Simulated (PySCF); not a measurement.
## How methods differ on the interval between two levels of As

As [Ar] 3d10 4s2 4p3 [4S3/2, M_J = 3/2] → As [Ar] 3d10 4s1 4p3 5s1 [6S5/2, M_J = 5/2], as a difference of total energies. All numbers are calculated (PySCF 2.14, the two-component X2C-1e Hamiltonian, in x2c-TZVPall-2c with one added diffuse shell each of s, p, d type (7s8p5d1f, 63 functions)). Correlated levels: [Ne] frozen. "Screened" scales the spin-orbit matrix elements by Boettger's factors to mimic the two-electron term; Breit and QED terms are absent.

| method | interval between two levels (cm⁻¹) |
| --- | --- |
| GHF (spin-free) | 91562 |
| GMP2 (spin-free) | 103040 |
| GHF (screened spin-orbit) | 91577 |
| GMP2 (screened spin-orbit) | 103060 |

The labels give the starting determinants; with spin-orbit coupling the two ends relaxed to ⟨J²⟩ = 3.75, ⟨L²⟩ = 0.01, ⟨S²⟩ = 3.74 and ⟨J²⟩ = 8.75, ⟨L²⟩ = 0.00, ⟨S²⟩ = 8.75.

The promoted electron is Rydberg-like, and one or two diffuse shells describe it only roughly, which tends to raise the upper state.
